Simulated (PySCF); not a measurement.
Gas-phase reaction: 6 SiF2 + 3 O ⇌ Si3O3 + 3 SiF4. Level: M06-2X/def2-TZVP†; standard pressure 1 bar.

Method: PySCF energies plus ideal-gas RRHO corrections (1 bar). † marks an energy on the PBE0/def2-TZVP geometry and frequencies. Open shells (unrestricted): O (multiplicity 3, electronic degeneracy 9); the rest are closed-shell singlets. Spin-orbit splitting is ignored; it lowers the true energy and changes the entropy of O. Si3O3: computed as isolated molecules; such fragments, hydroxides, amides, oligomers or adducts are transient or little studied in the gas. The harmonic model lacks anharmonicity and excited electronic states, which grow with temperature; levels with a mode under 35 cm⁻¹ are left out. Soft modes under 120 cm⁻¹ make the harmonic entropy rough for Si3O3.

```csv
T (K),1000/T (1/K),log10 K
1200,0.8333,69.12
1400,0.7143,53.15
1600,0.6250,41.21
1800,0.5556,31.96
2000,0.5000,24.58
2500,0.4000,?
```

Problem. Fit log10 K = a + b·(1000/T) to the five rows, get the mean ΔH° and ΔS°, and predict log10 K at 2500 K.

Solution. Means: 1000/T = 0.6456, log10 K = 44.004. Sums of products about the means: Sxy = 9.31225, Sxx = 0.069675, so b = Sxy/Sxx = 133.65 and a = 44.004 − (133.65)×0.6456 = -42.29.
ΔH° = −R ln 10 × 1000 K × b = −19.145 × (133.65) = -2559 kJ; ΔS° = R ln 10 × a = -810 J/K. The run's own values go from -2571 kJ and -820 J/K at 1200 K to -2516 kJ and -789 J/K at 2500 K.
Prediction at 2500 K: -42.29 + (133.65)×0.4000 = 11.17. The computed value is 11.37, 0.20 from the line.
For scale, ΔH°(298 K) is -2593 kJ at this level, -2488 kJ at ωB97M-V/def2-TZVP†, and runs from -3497 to -1848 kJ over the 20 levels computed.
